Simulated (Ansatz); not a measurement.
Ga(PF3)H3 (GaPH₃F₃). Total charge 0; singlet. Geometry PBE0-D4/def2-SVP, basis def2-TZVP, Ansatz.

```csv
atom,x (Å),y (Å),z (Å)
F1,-1.807,0.539,-1.223
F2,-0.884,2.018,0.435
F3,-1.953,-0.029,1.110
Ga4,1.311,-0.713,-0.091
P5,-0.892,0.485,0.061
H6,1.716,-0.387,1.394
H7,1.850,0.193,-1.258
H8,0.659,-2.105,-0.428
```

| run | HOMO (eV) | LUMO (eV) |
| --- | --- | --- |
| A | -8.59 | -1.04 |
| B | -8.12 | -1.41 |
| C | -7.66 | -1.75 |
| D | -7.45 | -2.20 |
| E | -7.35 | -1.95 |
| F | -9.79 | -0.01 |

Another isomer (singlet) lies 1.34 eV lower at PBE0-D4/def2-TZVP; other spin states weren't run for this one.

**Question.** The runs used BHLYP, LDA (SPW92), PBE, PBE0, r2SCAN, r2SCANh. Estimate which is which.

**Answer.** A PBE0 (25 % exact exchange); B r2SCANh (10 % exact exchange); C r2SCAN (0 % exact exchange); D LDA (SPW92) (0 % exact exchange); E PBE (0 % exact exchange); F BHLYP (50 % exact exchange). Exact exchange lowers occupied and raises empty levels; among semilocal functionals meta-GGAs tend to open the gap a little, and such runs are hard to tell apart. The gap grows from 5.25 eV (LDA (SPW92)) to 9.77 eV (BHLYP).
